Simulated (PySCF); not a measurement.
**Solvent effects on NMR parameters**

Numbering as in the mapped SMILES `[CH3:1][C:2]([CH3:3])([CH3:4])[N:5]1[BH:6][NH:7][BH:8][NH:9][BH:10]1`. Each H is labelled by its parent atom.

GIAO PBE0/pcSseg-1 in PySCF 2.14 on one PBE0-D3(BJ)/def2-SVP conformer, non-relativistic, equivalent nuclei averaged. Solvents enter as an IEF-PCM continuum (chloroform with ε = 4.7) around the gas-phase geometry. Shifts are referred to TMS, BF3·OEt2 computed in the same medium.

Gas phase, δ in ppm: C2 53.2, C1/C3/C4 35.1, B6/B10 28.1, B8 26.7, H(N7)/H(N9) 5.64, H(B6)/H(B10) 5.12, H(B8) 4.70, H(C1)/H(C3)/H(C4) 1.38. Dipole moment 0.31 D.

**Question.** How does each δ change in the continuum?

**Answer.** 
| atoms | environment | Δδ, chloroform |
| --- | --- | --- |
| C2 | fully substituted sp3 carbon bonded to N | +0.9 |
| C1/C3/C4 | methyl carbon | +0.3 |
| B6/B10 | boron bonded to 2 N, H, in a 6-membered ring | +0.5 |
| B8 | boron bonded to 2 N, H, in a 6-membered ring | +0.4 |
| H(N7)/H(N9) | hydrogen on a nitrogen bonded to 2 B, in a 6-membered ring | +0.37 |
| H(B6)/H(B10) | hydrogen on a boron bonded to 2 N, in a 6-membered ring | -0.02 |
| H(B8) | hydrogen on a boron bonded to 2 N, in a 6-membered ring | -0.06 |
| H(C1)/H(C3)/H(C4) | hydrogen on a methyl carbon | +0.01 |

Changes are relative to the gas phase. The dipole moment becomes 0.42 D in chloroform.

**Question.** Which of the listed nuclei move most (in ppm), and what does the model miss? (N and O are left out, as their reference compounds move with the solvent too.)

**Answer.** C2 (fully substituted sp3 carbon bonded to N, +0.9 ppm) in chloroform. A continuum only polarises the solute; specific hydrogen bonds, the anisotropy of aromatic solvents and changes of geometry or conformer are outside it.
